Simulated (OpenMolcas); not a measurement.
Cr3+ (d3) among equal point charges was computed by CASSCF with the d shell active (OpenMolcas, ANO-RCC-VDZP on the metal). Its lowest spin-free states, and all those of the highest spin:

```json
{"2S+1": "4", "Degeneracy": "1", "E (cm-1)": "0.0"}
{"2S+1": "4", "Degeneracy": "1", "E (cm-1)": "6164"}
{"2S+1": "4", "Degeneracy": "2", "E (cm-1)": "7538"}
{"2S+1": "4", "Degeneracy": "2", "E (cm-1)": "12062"}
{"2S+1": "4", "Degeneracy": "1", "E (cm-1)": "13058"}
{"2S+1": "2", "Degeneracy": "2", "E (cm-1)": "19140"}
{"2S+1": "2", "Degeneracy": "1", "E (cm-1)": "19802"}
{"2S+1": "2", "Degeneracy": "2", "E (cm-1)": "20812"}
{"2S+1": "4", "Degeneracy": "1", "E (cm-1)": "23078"}
{"2S+1": "2", "Degeneracy": "1", "E (cm-1)": "23914"}
{"2S+1": "2", "Degeneracy": "2", "E (cm-1)": "24807"}
{"2S+1": "2", "Degeneracy": "1", "E (cm-1)": "25965"}
{"2S+1": "4", "Degeneracy": "2", "E (cm-1)": "28417"}
```

**Question.** Is the site octahedral, tetrahedral or cube-like, axial, or of lower symmetry?

**Answer.** The states with 2S+1 = 4 have orbital degeneracies 1, 1, 2, 2, 1, 1, 2. There are pairs but no triples, so the site is axial: not cubic, but with a proper or improper axis of order three or more. The run had Cr3+ among 6 point charges of -2.2 e arranged as a trigonal antiprism (D3d), 1.89 Å from the ion, with a polar angle of 58.0° against the regular 54.74°.

Without dynamic correlation the repulsion within the d shell is too large (B by tens of per cent), so at a given field states of lower spin stand too high. Point charges carry no covalency, so the field is a model and not that of real ligands. No measured value stands beside these numbers.
